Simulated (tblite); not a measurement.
C6H12OSeSi.
Numbering: `[CH3:1][Se:2][CH2:3][SiH2:4]/[CH:5]=[CH:6]\[C:7]([CH3:8])=[O:9]` (hydrogens: H10, H11, H12 on C1; H13, H14 on C3; H15, H16 on Si4; H17 on C5; H18 on C6; H19, H20, H21 on C8)

Computed with GFN2-xTB (tblite), gas phase: L-BFGS steps from a force-field or distance-geometry start until the largest atomic force falls under 0.01 eV/Å.

Step 0: E = -757.6775 eV
```
atom  x, y, z in Å  |  force x, y, z in eV/Å
C1     -4.8837    0.1525    0.4333   -2.481   0.491  -0.231
Se2    -3.0129    0.4148    0.6936    0.690   0.148   0.898
C3     -1.8919   -0.2037   -0.7645   -0.275   0.111  -1.180
Si4    -0.1589   -0.2989   -0.0614   -0.362  -0.434   2.994
C5      1.1021    0.2140   -1.2513   -0.190   0.203  -1.383
C6      2.3588    0.3470   -0.8798    1.259   0.226  -0.276
C7      2.8146    0.0992    0.4717   -1.822  -1.212   3.410
C8      4.2517    0.2539    0.9004   -0.656   0.502  -0.222
O9      2.0306   -0.2777    1.4105    1.282   0.828  -3.224
H10    -5.4533    0.0663    1.4114    1.099   0.074  -0.734
H11    -5.3675    1.0420   -0.0710    0.608  -0.744   0.250
H12    -5.1631   -0.7363   -0.1388    0.369   0.032  -0.031
H13    -1.8452    0.5343   -1.5790   -0.618  -0.188   0.091
H14    -2.1658   -1.1816   -1.1674   -0.378   0.257   0.100
H15    -0.0140   -1.6981    0.3651    0.147   0.037  -0.060
H16    -0.1071    0.6341    1.1005   -0.205  -0.126  -0.398
H17     0.8327    0.4230   -2.2843    0.149   0.007   0.135
H18     3.0678    0.6573   -1.6458    0.327  -0.017   0.434
H19     4.8150    0.4882    0.0014    0.544  -0.054   0.422
H20     4.2590    1.0846    1.6520    0.296  -0.722  -0.682
H21     4.5220   -0.6887    1.4028    0.217   0.580  -0.313
```

Step 1: E = -758.0236 eV
```
atom  x, y, z in Å  |  force x, y, z in eV/Å
C1     -4.9191    0.1596    0.4300   -0.915   0.067  -0.182
Se2    -3.0030    0.4169    0.7064    0.176  -0.007   0.520
C3     -1.8958   -0.2022   -0.7814    0.035   0.049  -0.255
Si4    -0.1641   -0.3051   -0.0186    0.060  -0.062   1.129
C5      1.0994    0.2168   -1.2710    0.749  -0.091   0.599
C6      2.3768    0.3503   -0.8837   -0.592  -0.166   0.017
C7      2.7885    0.0819    0.5204    2.139   0.996  -2.420
C8      4.2423    0.2610    0.8972   -0.285   0.055  -0.109
O9      2.0490   -0.2659    1.3644   -2.847  -1.178   1.797
H10    -5.4376    0.0674    1.4009    0.595   0.047  -0.199
H11    -5.3588    1.0314   -0.0674    0.182  -0.130  -0.083
H12    -5.1579   -0.7359   -0.1392    0.242  -0.048  -0.105
H13    -1.8540    0.5316   -1.5777   -0.532   0.083  -0.203
H14    -2.1712   -1.1780   -1.1659   -0.412   0.074   0.004
H15    -0.0119   -1.6976    0.3642    0.137  -0.250   0.084
H16    -0.1100    0.6323    1.0948   -0.213   0.175   0.068
H17     0.8348    0.4231   -2.2824   -0.048   0.115  -0.487
H18     3.0725    0.6570   -1.6396    0.670   0.103   0.171
H19     4.8228    0.4875    0.0074    0.330  -0.043   0.351
H20     4.2632    1.0743    1.6423    0.289  -0.343  -0.393
H21     4.5251   -0.6804    1.3983    0.238   0.555  -0.304
```

Task: Estimate the geometry and energy of step 2. (The exact step hangs on the optimiser's Hessian estimate; all steps are aligned on step 1, rigid shifts and turns removed.)

Result: E = -758.1810 eV, largest force 0.814 eV/Å
```
atom  x, y, z in Å  |  force x, y, z in eV/Å
C1     -4.9396    0.1623    0.4270   -0.059  -0.179  -0.187
Se2    -2.9982    0.4175    0.7160   -0.048  -0.086   0.295
C3     -1.8965   -0.2012   -0.7891    0.158   0.028   0.141
Si4    -0.1649   -0.3076    0.0065    0.213  -0.028   0.351
C5      1.1070    0.2167   -1.2700   -0.113  -0.212   0.536
C6      2.3753    0.3493   -0.8847    0.108  -0.053   0.102
C7      2.8052    0.0881    0.5072   -0.624  -0.115  -0.061
C8      4.2364    0.2637    0.8951   -0.036  -0.081  -0.189
O9      2.0221   -0.2757    1.3714   -0.376  -0.092  -0.716
H10    -5.4263    0.0682    1.3957    0.287   0.019   0.144
H11    -5.3542    1.0269   -0.0673   -0.054   0.230  -0.281
H12    -5.1536   -0.7363   -0.1405    0.164  -0.098  -0.145
H13    -1.8625    0.5318   -1.5796   -0.479   0.174  -0.283
H14    -2.1774   -1.1761   -1.1655   -0.406   0.022  -0.018
H15    -0.0098   -1.7003    0.3649    0.130  -0.340   0.120
H16    -0.1133    0.6338    1.0940   -0.213   0.386   0.319
H17     0.8349    0.4244   -2.2873    0.015   0.054  -0.212
H18     3.0814    0.6581   -1.6359    0.573   0.072   0.205
H19     4.8288    0.4868    0.0131    0.305  -0.013   0.268
H20     4.2677    1.0675    1.6350    0.244  -0.100  -0.169
H21     4.5287   -0.6717    1.3936    0.211   0.412  -0.221
```

The energy changes by -0.1574 eV. The first-order estimate −F·Δx gives -0.2865 eV and the mean of the old and new forces, exact on a quadratic surface, -0.1619 eV. The step makes an angle of 30° with the force vector and moves no atom by more than 0.029 Å.

What follows is the cost of the whole relaxation. Hardware: one thread, Arm Neoverse V2 (aarch64), shared host with 96 logical CPUs at a one-minute load of 46. Cost: 1.4 s.
